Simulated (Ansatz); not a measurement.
Harmonic vibrations of HgS2⁻ by finite differences.

```yaml
crystal:
  periodic: [false, false, false]
  atoms:
    - {symbol: Hg, position_ang: [-0.000008, -0.000013, -0.000003]}
    - {symbol: S, position_ang: [-1.906689, 1.224333, -0.378797]}
    - {symbol: S, position_ang: [1.906697, -1.224319, 0.378800]}
basis:
  gaussian: {orbitals: def2-TZVPD}
total_charge: -1
magnetization: {spin_polarized: true, initial_magnetization: 1}
hamiltonian: {xc: pbe, dispersion: d4}
scf: {omitted_lower_state_checks: [starts]}
phonons: {temperatures: {t_min: 298.15, t_max: 900, t_step: 200}}
```

```sh
$ ansatz run in.yaml --threads 4 --pin off --events-out ev --progress --plain --max-ram 3916MiB
```

It prints (some lines left out):

```
Functional definition: PBE
mean field -25842.32221798 eV, -949.6878249557 hartree, gradient 3.0e-10 eV, S^2 0.755829; 0 other end points of the search recorded, 0 dependent functions left out
mean field -25842.32221289 eV, -949.6878247686 hartree, gradient 1.0e-6 eV, S^2 0.755829; 0 other end points of the search recorded, 0 dependent functions left out
mean field -25842.32221269 eV, -949.6878247614 hartree, gradient 1.0e-6 eV, S^2 0.755829; 0 other end points of the search recorded, 0 dependent functions left out
mean field -25842.32221182 eV, -949.6878247291 hartree, gradient 2.1e-6 eV, S^2 0.755829; 0 other end points of the search recorded, 0 dependent functions left out
mean field -25842.32221182 eV, -949.6878247291 hartree, gradient 2.1e-6 eV, S^2 0.755829; 0 other end points of the search recorded, 0 dependent functions left out
mean field -25842.32214218 eV, -949.6878221700 hartree, gradient 1.7e-6 eV, S^2 0.755829; 0 other end points of the search recorded, 0 dependent functions left out
mean field -25842.32214217 eV, -949.6878221698 hartree, gradient 1.8e-6 eV, S^2 0.755829; 0 other end points of the search recorded, 0 dependent functions left out
mean field -25842.32221664 eV, -949.6878249065 hartree, gradient 1.8e-6 eV, S^2 0.755829; 0 other end points of the search recorded, 0 dependent functions left out
mean field -25842.32221674 eV, -949.6878249102 hartree, gradient 1.8e-6 eV, S^2 0.755829; 0 other end points of the search recorded, 0 dependent functions left out
mean field -25842.32221645 eV, -949.6878248994 hartree, gradient 8.2e-7 eV, S^2 0.755829; 0 other end points of the search recorded, 0 dependent functions left out
mean field -25842.32221645 eV, -949.6878248994 hartree, gradient 8.2e-7 eV, S^2 0.755829; 0 other end points of the search recorded, 0 dependent functions left out
mean field -25842.32214699 eV, -949.6878223469 hartree, gradient 2.4e-6 eV, S^2 0.755827; 0 other end points of the search recorded, 0 dependent functions left out
mean field -25842.32220939 eV, -949.6878246399 hartree, gradient 2.4e-6 eV, S^2 0.755831; 0 other end points of the search recorded, 0 dependent functions left out
Total energy: -25842.42033085 eV, -949.6914305371 hartree
Atom 0 at    -0.000008    -0.000013    -0.000003 Å, force     0.000020     0.000033     0.000007 eV/Å
Atom 1 at    -1.906689     1.224333    -0.378797 Å, force     0.002316    -0.001510     0.000458 eV/Å
Atom 2 at     1.906697    -1.224319     0.378800 Å, force    -0.002336     0.001477    -0.000466 eV/Å
Dipole moment:    -0.000009    -0.000015    -0.000003 e Å
Vibrations: 96.44 105.11 336.07 368.53 cm⁻¹, zero-point energy 0.056175 eV
Checks for a lower state left out: starts
```

Hardware: 4 threads of Arm Neoverse V1 on a shared host. Wall time 26 s.

In the def2 sets Hg takes a core potential; there is no spin–orbit coupling. The structure comes from a short search, and lower isomers may exist.
